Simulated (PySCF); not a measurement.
ZnCl₂, optimised at PBE0/def2-TZVP:

```xyz
3

Zn     0.0000     0.0000     0.0000
Cl     1.2250     1.2304    -1.1532
Cl    -1.2250    -1.2304     1.1531
```

Method: PySCF energies plus ideal-gas RRHO corrections (1 bar). 6-31G* has spherical d functions here. All species are closed-shell singlets. B3LYP is the form with VWN-RPA correlation. Zn: all electrons, no relativistic terms.

### Question
List the harmonic frequencies (cm⁻¹, unscaled) at this level and at the other levels, each on its own geometry.

### Answer
- PBE0/def2-TZVP: 105, 105, 355, 508
- B3LYP/6-31G*: 85, 85, 348, 494
- HF/6-31G*: 87, 87, 348, 495
- PBE/def2-SVP: 93, 94, 346, 497
